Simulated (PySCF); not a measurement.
## Magnetisability: `[C@H]1(C#CC)CO[SiH2]C1`, C₆H₁₀OSi

Geometry:
| atom | x (Å) | y (Å) | z (Å) |
| --- | --- | --- | --- |
| C1 | 3.550 | -0.555 | 0.265 |
| C2 | 2.192 | -0.271 | -0.150 |
| C3 | 1.072 | -0.039 | -0.509 |
| C4 | -0.295 | 0.248 | -0.890 |
| C5 | -1.126 | -1.040 | -1.029 |
| O6 | -2.493 | -0.719 | -0.985 |
| Si7 | -2.845 | 0.677 | -0.208 |
| C8 | -1.026 | 1.128 | 0.137 |
| H9 | 3.921 | 0.249 | 0.900 |
| H10 | 4.197 | -0.644 | -0.607 |
| H11 | 3.579 | -1.489 | 0.824 |
| H12 | -0.301 | 0.761 | -1.859 |
| H13 | -0.891 | -1.726 | -0.207 |
| H14 | -0.924 | -1.550 | -1.975 |
| H15 | -3.521 | 1.567 | -1.147 |
| H16 | -3.609 | 0.404 | 1.005 |
| H17 | -0.732 | 0.832 | 1.145 |
| H18 | -0.756 | 2.174 | 0.015 |

Method: GIAO KT2/6-311G** magnetisability, rotational g tensor and spin-rotation constants, non-relativistic, gas phase (PySCF 2.14.0). Geometry: GFN2-xTB.

Problem. What are the magnetisability and the molar susceptibility?

Solution. Isotropic -1346 × 10⁻³⁰ J/T², or -81.1 × 10⁻⁶ cm³/mol; principal values -1477, -1309, -1253 × 10⁻³⁰ J/T², anisotropy 203 × 10⁻³⁰ J/T² (root of half the summed squared differences of the principal values). The susceptibility is in cgs units.

Problem. Split it along the inertial axes a, b, c into diamagnetic and paramagnetic parts about the centre of mass, with the quadrupole moment.

Solution. 
```
axis  χ (10⁻⁶ cm³/mol)  diamagnetic (10⁻⁶ cm³/mol)  paramagnetic (10⁻⁶ cm³/mol)  summed x² of all electrons (Å²)  quadrupole Θ (D Å)
   a             -87.0                      -357.0                        270.0                            366.1               +4.45
   b             -77.4                     -1661.6                       1584.2                             58.6               -2.47
   c             -78.8                     -1801.8                       1723.0                             25.6               -1.98
```
Anisotropies 2χaa − χbb − χcc = -17.8 and 2χbb − χaa − χcc = +11.0 × 10⁻⁶ cm³/mol. Θ is traceless in Buckingham's convention.

Problem. And the rotational g tensor?

Solution. 
| axis | rotational constant (GHz) | g | nuclear part | electronic part |
| --- | --- | --- | --- | --- |
| a | 5.2969 | -0.0291 | 0.6429 | -0.6720 |
| b | 0.7801 | -0.0063 | 0.5743 | -0.5806 |
| c | 0.7135 | -0.0054 | 0.5721 | -0.5775 |

Asymmetric top; isotopes 12C, 1H, 16O, 28Si; no vibrational averaging.
